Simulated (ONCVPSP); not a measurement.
nickel (Ni): one change to an ONCV potential, before and after

```json
{
  "Element": "nickel (Ni)",
  "Generator": "ONCVPSP 4.0.1",
  "Type": "optimised norm-conserving Vanderbilt (ONCV)",
  "Functional": "revPBE",
  "Relativity": "fully relativistic",
  "Frozen core": "[Ne]",
  "Valence charge": "18",
  "Reference configuration": "3s2 3p6 3d8 (charge +2)",
  "Partial waves": "3s: rc 1.20 bohr, ncon 5, nbas 9, qcut 7.6 1/bohr, 1 projector; 3p: rc 1.25 bohr, ncon 4, nbas 7, qcut 8.7 1/bohr, 2 projectors, debl 3.3 Ha; 3d: rc 0.95 bohr, ncon 4, nbas 9, qcut 14 1/bohr, 1 projector",
  "Local potential": "polynomial inside 0.80 bohr (lpopt 1, dvloc0 0 Ha)",
  "Core correction": "Teter function, fcfact 5, rcfact 1.8"
}
```

Open shells are filled in proportion to 2j + 1.

In the p channel the program set the typed energies aside and used -3.318, 0.250 Ha (j = l + 1/2; the other j can differ).

Change: s: qcut 8.5; p: qcut 9.7; d: qcut 15.6.

Cutoffs: the cutoffs (Ha) at which the residual kinetic energy of the hardest occupied pseudo-wave falls to 1 and 0.1 mHa per electron; they do not see the model core or the augmentation charge, which bear on the density cutoff. Errors are all-electron minus pseudo energies relative to the spin-unpolarised reference configuration.

Q: What does the change do?

A: The potential gets neither clearly harder nor softer (87 Ha and 146 Ha → 98 Ha and 131 Ha); the d channel sets the loose cutoff, while the largest relative change is in s, which becomes softer; of the 4 tests that both files solve, the error grows in 1 and shrinks in 3 by more than 15 % and 0.3 meV (median size 541.5 → 453.1 meV); neither file shows a bound ghost.

| quantity | base | changed |
| --- | --- | --- |
| cutoff, loose | 87 Ha | 98 Ha |
| cutoff, tight | 146 Ha | 131 Ha |
| loose cutoff by channel | s 46 Ha, p 35 Ha, d 87 Ha | s 34 Ha, p 38 Ha, d 98 Ha |
| bound ghosts | none | none |
| GHOST(+) flags under 300 eV | none | none |
| error for 3s2 3p6 3d8 4s2, meV [ΔE -26.40 eV] | +898 | +751 |
| error for 3s2 3p6 3d8 4s1, meV [ΔE -17.18 eV] | +585 | +490 |
| error for 3s2 3p6 3d7, meV [ΔE 37.35 eV] | +1.4 | +1.7 |
| error for 3s2 3p6 3d8 4s1 4p1, meV [ΔE -21.83 eV] | +498 | +416 |
| s: phases at 1.22 bohr within 0.05 rad from the reference energy up to (Ha; the scan ends near 5) | -1.3 | -1.1 |
| p3/2: phases at 1.27 bohr within 0.05 rad from the reference energy up to (Ha; the scan ends near 5) | to the end of the scan | to the end of the scan |
| p1/2: phases at 1.27 bohr within 0.05 rad from the reference energy up to (Ha; the scan ends near 5) | to the end of the scan | to the end of the scan |
| d5/2: phases at 0.97 bohr within 0.05 rad from the reference energy up to (Ha; the scan ends near 5) | 4.4 | 4.6 |
| d3/2: phases at 0.97 bohr within 0.05 rad from the reference energy up to (Ha; the scan ends near 5) | 4.4 | 4.6 |
| rms error of d²Exc/dni dnj with the model core, mHa | 4.64 | 4.70 |
